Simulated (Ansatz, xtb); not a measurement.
# Relaxing a trial structure of CH6InSi

The starting geometry of this gas-phase doublet has its atoms placed at random.

```yaml
atoms:
  - { symbol: C, position_ang: [-0.8109, -1.4793, 1.5988] }
  - { symbol: In, position_ang: [-0.4511, 1.5204, -0.2822] }
  - { symbol: Si, position_ang: [0.9166, -1.0838, 0.2253] }
  - { symbol: H, position_ang: [1.7516, 1.6526, 0.5805] }
  - { symbol: H, position_ang: [0.4708, -1.2012, 2.1050] }
  - { symbol: H, position_ang: [-0.0136, 1.5490, 1.4015] }
  - { symbol: H, position_ang: [0.9692, 0.7989, -0.2115] }
  - { symbol: H, position_ang: [-1.7446, -1.2860, 1.2312] }
  - { symbol: H, position_ang: [-1.6509, 0.6759, -0.5090] }
```

**Question.** Guess where an optimisation with r2SCAN-D4/def2-SVP ends from this start.

**Answer.** It loosens into CH4InSi + H2, which stay close as a complex. Distances that change by over a tenth: C1–In2 (3.56 → 2.51 Å), In2–H9 (1.48 → 1.72 Å). Contacts that open: In2–H7 (1.59 → 2.95 Å). Contacts that close: C1–Si3 (2.24 → 1.80 Å), C1–H5 (1.41 → 1.10 Å), In2–Si3 (2.99 → 2.67 Å), H4–H7 (1.40 → 0.76 Å).

The energy falls by 8.79 eV over 76 steps:

| step | E − E(last) (eV) |
| --- | --- |
| 1 | 8.790 |
| 9 | 0.663 |
| 18 | 0.135 |
| 26 | 0.130 |
| 34 | 0.090 |
| 43 | 0.060 |
| 51 | 0.053 |
| 59 | 0.005 |
| 68 | 0.001 |
| 76 | 0.000 |

Final geometry (Å):

```xyz
9

C    -0.0697   -1.2332    1.3308
In   -1.0538    0.6947    0.0508
Si   -1.1842   -1.9663    0.1251
H     1.6719    1.1852    0.8307
H     1.0089   -1.4653    1.3776
H    -1.5648    1.7072    1.3415
H     1.6579    1.8133    0.4013
H    -0.4011   -0.7122    2.2454
H    -0.6280    1.1230   -1.5637
```

From the same start GFN2-xTB ends elsewhere, in pieces: CH4InSi + H2.

From so rough a start the end depends on the optimiser's path, so another program may land elsewhere. No frequencies were run, so the end isn't proven a minimum. Open shells are spin-unrestricted. Atoms past krypton carry core potentials, without spin–orbit terms. Run with Ansatz 0.2.0, 4.1 min on 2 threads of Intel(R) Xeon(R) 6975P-C (Granite Rapids) (shared host).
